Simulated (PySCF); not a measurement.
Below is a simulated gas-phase Si 1s photoelectron spectrum of `[Si@@H]1(OC[SiH2]O1)F`.

Every computed line was given a Gaussian of 0.5 eV full width at half maximum and an area set by the number of equivalent atoms; the highest printed point is 100. The calculation used PySCF, delta-SCF UKS SCAN, pcX-2 on the ionised atom, pcseg-1 elsewhere, spin-free X2C.

binding energy (eV), intensity and a bar:
```
   1846.8          0 
   1846.9          2 
   1847.0          7 ##
   1847.1         18 #####
   1847.2         39 ###########
   1847.3         66 ####################
   1847.4         91 ###########################
   1847.5        100 ##############################
   1847.6         88 ##########################
   1847.7         62 ###################
   1847.8         35 ##########
   1847.9         16 #####
   1848.0          6 ##
   1848.1          2 
   1848.2          2 
   1848.3          4 #
   1848.4         13 ####
   1848.5         30 #########
   1848.6         55 ################
   1848.7         83 #########################
   1848.8         99 ##############################
   1848.9         95 ############################
   1849.0         73 ######################
   1849.1         45 #############
   1849.2         22 #######
   1849.3          9 ###
   1849.4          3 #
   1849.5          1
```

How many maxima does the curve show, and how many computed lines lie under it?

The curve has 2 maxima (at 1847.5 and 1848.8 eV). Under it lie 2 lines from 2 inequivalent silicon sites.

Decompose the envelope and assign each component. Numbering: `[F:1][Si@H:2]1[O:3][CH2:4][SiH2:5][O:6]1`.

```csv
position (eV),relative area,line,atoms,environment
1847.49,1,Si 1s,Si5,oxygen-bound silicon
1848.83,1,Si 1s,Si2,fluorine-bound silicon
```

What are the centre and the root-mean-square width of the whole band?

The area-weighted mean of the lines is 1848.16 eV. Their own spread about it is 0.67 eV (rms) and each Gaussian has σ = 0.5/2.355 = 0.21 eV; the variances add, which gives 0.70 eV.

Above which line width would these two lines show one maximum?

Two equal Gaussians merge once their distance is under 2σ = FWHM/1.177. With 1.34 eV between them that is a full width over 1.58 eV.

The listed Si 1s values span 1.34 eV, from Si5 (bonded to O, C and 2 H) to Si2 (bonded to F, 2 O and H).

Shake-up satellites, vibrational structure and lifetime widths aren't simulated. Geometry: GFN2-xTB; no solvent, vibrations or thermal averaging.
